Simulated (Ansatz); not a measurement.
`Cl[SiH2][SnH3]` + `N[SiH3]` → `[SiH3]N[SiH2]Cl` + `[SnH4]` at 500 K and 1 bar (cleavage of the Si–Sn bond).

Gas-phase electronic energies from Ansatz, PBE0-D4/def2-TZVP geometries. CBS: MP2 limit from def2 TZ/QZ plus the TZ coupled-cluster correction, frozen cores. This one scheme is used for every species. Elements past krypton have def2 core potentials. For Sn outer-core shells are correlated without core-valence functions, which leaves a few kJ/mol of doubt a bond. Each species was taken in one conformer, which may not be the lowest.

```tsv
species	CCSD(T)/CBS energy (Eh)	H − E (kJ/mol)	S (J/(mol·K))
`Cl[SiH2][SnH3]`	-965.91563	144.4	408.4
`N[SiH3]`	-346.80422	161.3	303.9
`[SiH3]N[SiH2]Cl`	-1096.34659	205.7	418.2
`[SnH4]`	-216.39156	91.5	258.6
```

H − E and S are ideal-gas, rigid-rotor, harmonic terms from PBE0-D4/def2-TZVP, for one conformer and one mirror image of each species. 1 Eh = 2625.50 kJ/mol, R = 8.31446 J/(mol·K).

By hand: ΔE, ΔH, ΔS and ΔG.

ΔE = (-1096.34659) + (-216.39156) − (-965.91563) − (-346.80422) = -0.01830 Eh = -48.0 kJ/mol. Δ(H − E) = 205.7 + 91.5 − 144.4 − 161.3 = -8.5, so ΔH = -56.5 kJ/mol. ΔS = 418.2 + 258.6 − 408.4 − 303.9 = -35.5 J/(mol·K). ΔG = -56.5 − 500 × (-35.5)/1000 = -38.8 kJ/mol.

By hand: the equilibrium constant, and the temperature at which ΔG would vanish if ΔH and ΔS stayed fixed.

log₁₀ K = −ΔG/(RT ln 10) = 4.1. ΔG = 0 at ΔH/ΔS = 1592 K.

ΔH outweighs TΔS. A doubt of 5 kJ/mol in ΔE shifts log₁₀ K by 0.5 here. Other conformers and mirror images would add mixing entropy, several J/(mol·K) or more a flexible species. Modes under 60 cm⁻¹, often nearly free rotors, make the harmonic entropy too high. These are equilibria of isolated gas molecules and say nothing of rates. Largest T1 diagnostic: 0.013 (customary marks: 0.02 for closed shells, 0.045 for open ones).
